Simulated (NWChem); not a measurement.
# SiNH₂Cl, singlet; SMILES [Si](Cl)N

```xyz
5

Si     0.7198     0.6010     0.0000
Cl    -0.1500    -1.3309     0.0000
N     -0.7329     1.5088     0.0000
H     -1.6745     1.1241     0.0000
H     -0.7227     2.5246     0.0000
```
Atoms are numbered in this order, from 1.

Low-valent species are run as closed-shell singlets; no triplet was tried in these runs. Structure relaxed at the PBE0/def2-SVP level.

Symmetry labels are those of Cs in the frame above (b1 and b2, or b-type labels, depend on it).

### Question
List the 4 lowest vertical singlet excitations from PBE/def2-SVPD, TDA (NWChem).

### Answer
```csv
state,energy (eV),oscillator strength,symmetry,leading excitation (squared amplitude)
S1,4.63,0.055,a",HOMO → LUMO (0.87)
S2,5.51,0.005,a',HOMO−1 → LUMO (0.67)
S3,5.56,0.023,a",HOMO−2 → LUMO (0.90)
S4,6.12,0.130,a',HOMO → LUMO+2 (0.48)
```
